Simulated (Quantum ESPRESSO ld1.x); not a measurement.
Results of a calculation; reference values are marked as such.
Task: These are the eigenvalues of the occupied orbitals of an atom or ion with whole-number occupations (hartree). Level of theory: scalar-relativistic Kohn-Sham, LDA (Slater exchange, VWN5 correlation), spin-unpolarised, spherical densities, point nucleus (ld1.x of Quantum ESPRESSO 7.5).

| orbital | eigenvalue |
|---|---|
| 1s | -2662.36 |
| 2s | -641.565 |
| 2p | -596.764 |

Which element is it, and in what charge state? The configuration may be excited.

Result: Z = 72, hafnium, charge +66: Hf66+ in [He] 2s2 2p2. The list shows which subshells hold electrons but not how many an open one holds; the 1s level, -2662.4 hartree, gives Z - s = 73.0 by -(Z - s)^2/2, which with screening and relativity narrows Z to a few neighbours, and the depths of the outer levels then fix element, charge and occupations together.
